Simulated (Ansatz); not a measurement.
C2H8B2O can be A, `BB(C)OC`, or B, `CBCBO`.

Program: Ansatz. Geometries: PBE0-D4/def2-TZVP. ΔE: electronic, gas phase. CCSD(T)/CBS is the MP2 limit (def2-TZVPP, def2-QZVPP) plus CCSD(T) − MP2 in def2-TZVPP, frozen cores. DFT in def2-TZVPP. B3LYP here is the variant with VWN-RPA as its local correlation; programs differ in this. One conformer a species, not always the lowest.

(1) Which isomer does CCSD(T)/CBS put lower? Give the gap. (Estimate.)

(2) Give E(B) − E(A) in kJ/mol with PBE-D4, B3LYP-D4, PBE0-D4, r2SCAN-D4, B3LYP, ωB97M-V, CCSD(T)/def2-TZVPP. (Estimate.)

Largest T1 diagnostic: 0.013.

Answers

(1) Computed: B, by 146.9 kJ/mol.

(2) Computed: PBE-D4 -144.4, B3LYP-D4 -139.0, PBE0-D4 -146.4, r2SCAN-D4 -148.4, B3LYP -139.4, ωB97M-V -149.2, CCSD(T)/def2-TZVPP -144.1. None reverses the order clearly.

In def2-TZVPP, CCSD(T) changes the Hartree–Fock value by −12.1 kJ/mol (the triples alone add −1.5 kJ/mol) and MP2 by −23.2 kJ/mol.
